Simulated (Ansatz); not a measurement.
## Reading a saddle point

A first-order saddle point of Si2H6ClF, singlet, PBE0-D4/def2-TZVP, with one imaginary mode of 1086i cm⁻¹:

```
10
angstrom
Si 0.1189 -1.1196 -0.4994
Si -0.2886 1.2793 0.4329
H -0.4875 -2.2527 0.2147
H 1.1282 -1.2901 -1.5549
Cl -1.5364 -0.5446 -1.6966
H 0.8328 -0.0880 0.7076
F 1.5337 -1.0809 0.8079
H 0.5169 1.9121 1.5188
H -0.1302 2.0557 -0.8137
H -1.6876 1.1286 0.8827
```

Program: Ansatz 0.2.0. Basis: def2-TZVPP and def2-QZVPP. Cores are frozen in the correlated methods. Extrapolation: Hartree–Fock as exp(−7.88 √X), correlation as X^−2.97.

Problem. Which contacts change along the imaginary mode, and what lies on either side? (Judge from chemistry; the calculation decides.)

Solution. Computed: The step is Si₂H₅Cl ([SiH3][SiH2][Cl]) + HF → SiH₂ClF ([F][SiH2][Cl]) + SiH₄, with the molecules in contact on both sides. Shortening one way: Si1–F7, Si2–H6; lengthening the same way: Si1–Si2, H6–F7.
| pair | one side (Å) | saddle (Å) | other side (Å) |
| --- | --- | --- | --- |
| Si1–F7 | 3.08 | 1.93 | 1.59 |
| Si2–H6 | 2.79 | 1.79 | 1.48 |
| Si1–Si2 | 2.34 | 2.61 | 4.78 |
| H6–F7 | 0.93 | 1.22 | 2.99 |

Problem. Which side is lower, and how far does the saddle lie above each? (An estimate is asked for; the value comes from the calculation.)

Solution. Computed: The side with Si1–F7, Si2–H6 short is lower by 135.2 kJ/mol; the saddle lies 291.7 kJ/mol above it and 156.5 kJ/mol above the other (CCSD(T) at an estimated basis limit (MP2 extrapolated from triple and quadruple zeta, plus CCSD(T) − MP2 in triple zeta); electronic energies).

The T1 diagnostic stays at or below 0.013.

Labels in which every atom is bracketed show which atoms are joined, not bond orders.

For scale, one of the runs: CCSD(T)/def2-TZVPP, 241 basis functions, launched by `ansatz run in.yaml --threads 4 --pin off --events-out ev --progress --plain --max-ram 9574MiB`. Time: 98 s of wall clock on 4 CPU threads of an Arm Neoverse V1; the host was shared. Peak host memory: 4.3 GiB.
